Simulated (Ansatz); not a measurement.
Start from `NC(O)O[SiH3]` and change one atom or group to get `NC(S)O[SiH3]`.

Ansatz, PBE0-D4/def2-TZVP geometries, multiplicity 1. Each molecule was computed in one conformer, which needn't be the lowest.

```
                                          property  `NC(O)O[SiH3]`
              HOMO–LUMO gap (PBE0/def2-TZVPP) / eV            8.49
size of the dipole moment (ωB97M-V/def2-TZVPP) / D            1.53
                 LUMO energy (PBE/def2-TZVPP) / eV           -0.32
                HOMO energy (PBE0/def2-TZVPP) / eV           -7.94
  size of the dipole moment (B3LYP/def2-TZVPP) / D            1.51
                LUMO energy (PBE0/def2-TZVPP) / eV            0.54
```

(1) Give the same properties after the change, and the shifts. (An estimate is asked.)

Results:

(1) Ansatz gave: 
```csv
property,`NC(S)O[SiH3]`,shift
HOMO–LUMO gap (PBE0/def2-TZVPP) / eV,7.25,-1.24
size of the dipole moment (ωB97M-V/def2-TZVPP) / D,1.60,0.07
LUMO energy (PBE/def2-TZVPP) / eV,-0.82,-0.50
HOMO energy (PBE0/def2-TZVPP) / eV,-7.14,0.80
size of the dipole moment (B3LYP/def2-TZVPP) / D,1.61,0.10
LUMO energy (PBE0/def2-TZVPP) / eV,0.11,-0.43
```

With PBE0 the HOMO rises by 0.80 eV and the LUMO falls by 0.43 eV, so the gap narrows by about 1.23 eV. PBE moves the HOMO by 0.52 eV and ωB97M-V by 0.97 eV. Dipoles are sizes alone; their direction can turn.

B3LYP here is the variant with VWN-RPA as its local correlation; programs differ in this.
